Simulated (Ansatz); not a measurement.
Cartesian coordinates in Å:
```
F 1.7229 -1.2460 -0.3997
C 0.6411 -0.4876 -0.1946
C 0.4512 0.2167 0.9334
F 1.2611 0.2728 1.9724
Se -1.2030 1.2510 1.0075
Al -1.0054 0.0777 -1.0082
H -1.8680 -0.0845 -2.3107
```

Charge 0, multiplicity 1.

(1) List the PBE0/def2-TZVPP orbital energies in eV (Ansatz). (Estimate.)

Results:

(1) The calculation gave: Occupied: -12361.65, -1584.45, -1528.94, -1421.49, -1421.44, -1421.41, -675.23, -674.54, -281.76, -280.21, -214.86, -158.47, -158.31, -158.18, -114.78, -74.88, -74.74, -74.67, -58.46, -58.42, -58.31, -58.18, -58.18, -35.27, -34.37, -22.68, -19.18, -17.23, -15.71, -14.27, -14.17, -13.18, -13.09, -11.60, -10.09, -9.18, -8.92, -8.52, -6.40. Lowest empty: -1.96, -0.74, -0.18, 0.25, 0.80, 1.30, 2.44, 3.07.
